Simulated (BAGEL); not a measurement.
## Worked example: vertical energy of the triplet above the singlet of C2H2F3I (SMILES FC(F)(F)CI)

C2H2F3I has 8 atoms, charge 0, and is taken as a singlet. SMILES: `FC(F)(F)CI`. The coordinates come from a PBE0-D4/def2-TZVP relaxation.

Both states at this one shape; open shells run unrestricted unless said. 1 Eh = 27.2114 eV.

```
                                               level  program  singlet C2H2F3I (Eh)  triplet C2H2F3I (Eh)
  HF/ANO-RCC-MB (DKH2, density fitting with AutoAux)    BAGEL          -7486.129664          -7485.967096
 HF/ANO-RCC-VDZ (DKH2, density fitting with AutoAux)    BAGEL          -7486.350894          -7486.196738
HF/ANO-RCC-VDZP (DKH2, density fitting with AutoAux)    BAGEL          -7486.518747          -7486.364557
```

Problem. Work out the vertical gap, second state less first, at each level.

Solution. 
1. HF/ANO-RCC-MB (DKH2, density fitting with AutoAux): -7485.967096 − (-7486.129664) = 0.162568 Eh = 4.42 eV.
2. HF/ANO-RCC-VDZ (DKH2, density fitting with AutoAux): -7486.196738 − (-7486.350894) = 0.154156 Eh = 4.19 eV.
3. HF/ANO-RCC-VDZP (DKH2, density fitting with AutoAux): -7486.364557 − (-7486.518747) = 0.154190 Eh = 4.20 eV.

No measured value is set beside it here; the levels span 4.19 to 4.42 eV. Spin-orbit coupling is left out. Minimal sets are far from the basis-set limit.
